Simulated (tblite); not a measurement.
Compound: C7H10 (charge -1 and doublet state).
Cartesian coordinates in Å at the GFN2-xTB level; atoms count from 1:
```
atom  x, y, z in Å
C1    -3.012    0.212   -0.112
C2    -1.708    0.450    0.247
C3    -0.715   -0.609    0.539
C4     0.244   -0.735   -0.624
C5     1.331   -0.279    0.115
C6     2.649    0.334   -0.206
C7     0.517   -0.177    1.384
H8    -3.639    0.980   -0.543
H9    -3.447   -0.773   -0.031
H10   -1.305    1.448    0.105
H11   -1.211   -1.535    0.873
H12    0.049   -0.775   -1.688
H13    2.651    1.435   -0.093
H14    3.449   -0.045    0.446
H15    2.923    0.111   -1.239
H16    0.798   -0.860    2.202
H17    0.419    0.830    1.809
```

Calculated harmonic vibrations of the isolated species, GFN2-xTB (tblite), most abundant isotopes, no scaling. This tight-binding method is rough: wavenumbers can miss measured ones by several per cent, in bad cases by 10 to 20. One conformer, not necessarily the lowest. Open shells enter through the occupations alone, without spin polarisation, and single modes of such species can be off by tens of per cent.

Harmonic wavenumbers (cm⁻¹): 66.8, 94.6, 121.4, 191.9, 267.4, 304.6, 374.5, 414.5, 454.6, 484.3, 525.6, 666.9, 759.6, 829.1, 926.9, 947.0, 969.3, 980.8, 1013.3, 1033.0, 1057.6, 1135.8, 1176.5, 1187.0, 1203.3, 1242.5, 1254.0, 1286.0, 1379.1, 1414.3, 1472.3, 1493.5, 1501.7, 1530.4, 1599.2, 2717.1, 2767.5, 2798.9, 2843.4, 2862.3, 2971.5, 2987.6, 2989.5, 3022.6, 3047.6.

A = 7334, B = 1479, C = 1407 MHz; mass 94.078 u (most abundant isotopes); point group C1, symmetry number 1; spin multiplicity 2.

Task: What is the zero-point energy?

Result: Half the sum of the wavenumbers: 30184 cm⁻¹ = 86.30 kcal/mol.

Task: What is S at 400 K and 1 bar for an ideal gas of classical rigid rotors and harmonic oscillators?

Result: Translation 41.02, rotation 28.32, vibration 30.53, spin (R ln 2) 1.38: S = 101.3 cal/(mol K).

Task: And Cp and H(400 K) − H(0)?

Result: Cp = 41.57 cal/(mol K), of which vibrations give 33.62 (their classical limit is 45 R = 89.4); H(400 K) − H(0) = 9.76 kcal/mol without the zero-point energy, 6.58 from vibrations.

Task: Blend soft modes into free rotors: weight 1/[1 + (100 cm⁻¹/ν̃)⁴] for the oscillator and the rest for a rotor with moment μB/(μ + B), μ = h/(8π²ν), B = 10⁻⁴⁴ kg m². What vibrational entropy results?

Result: 28.72 cal/(mol K) in place of 30.53, which changes −T·S at 400 K by +0.73 kcal/mol.

Task: How do the functions run with temperature in this model?

Result: 
| T (K) | S (cal/(mol K)) | Cp (cal/(mol K)) | H − H(0) (kcal/mol) | G − H(0) (kcal/mol) | ln q(vib) |
| --- | --- | --- | --- | --- | --- |
| 50 | 56.0 | 11.6 | 0.46 | -2.34 | 0.26 |
| 100 | 65.5 | 16.0 | 1.16 | -5.39 | 1.08 |
| 298.15 | 90.4 | 32.8 | 5.97 | -20.98 | 4.99 |
| 373.15 | 98.4 | 39.3 | 8.67 | -28.06 | 6.53 |
| 500 | 111.4 | 49.2 | 14.31 | -41.38 | 9.16 |
| 750 | 134.2 | 63.3 | 28.49 | -72.14 | 14.30 |
| 1000 | 153.7 | 72.6 | 45.55 | -108.20 | 19.19 |

q(vib) and H(0) count from the zero-point level.

Task: What must be added to the electronic energy to get the Gibbs energy at 400 K and 1 bar?

Result: ZPE + [H(400 K) − H(0)] − T·S = 86.30 + 9.76 − 40.50 = 55.56 kcal/mol.

Task: Which modes carry the vibrational entropy at 400 K?

Result: 66.8 cm⁻¹: 4.83; 94.6 cm⁻¹: 4.14; 121.4 cm⁻¹: 3.65; 191.9 cm⁻¹: 2.76; 267.4 cm⁻¹: 2.14; 304.6 cm⁻¹: 1.90 cal/(mol K); the other 39 give 11.11 together.

Hindered rotation and anharmonicity are outside this model. Other conformers, if any are populated, would add a mixing term that is left out. The structure is chiral; the term R ln 2 for an equal mix with its mirror image is left out.
